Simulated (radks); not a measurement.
The numbers below are computed, except where a source is named.
Dipole-allowed excitations along the series with 2 electrons in [He]. Code: a radial shooting solver on a logarithmic mesh with Libxc functionals. Model: non-relativistic Kohn-Sham, PBE, spin-polarised, spherical densities, point nucleus. Time-dependent linear response with the Hartree and adiabatic LDA kernel, continuum included through the Sternheimer equations. Lines are the poles of the dipole polarisability below minus the highest occupied eigenvalue, found on a grid refined at the orbital gaps; the lowest seven at most are given, and weak or close lines can be missed. The first line takes the name of the lowest orbital gap if no other gap lies below it; otherwise a line is named after a gap within 0.6 % of it, if that gap stands alone.

species  -e(HOMO) (eV)  lowest orbital gap (eV)  first line (eV)      f  static alpha (bohr^3)
Be2+            132.26             1s-2p 114.93   115.07 (1s-2p)  0.407                0.05530
B3+             231.32             1s-2p 194.47   194.86 (1s-2p)  0.498                0.02052
C4+             357.58             1s-2p 294.38   295.05 (1s-2p)  0.557               0.009289
N5+             511.05             1s-2p 414.68   415.65 (1s-2p)  0.599               0.004798
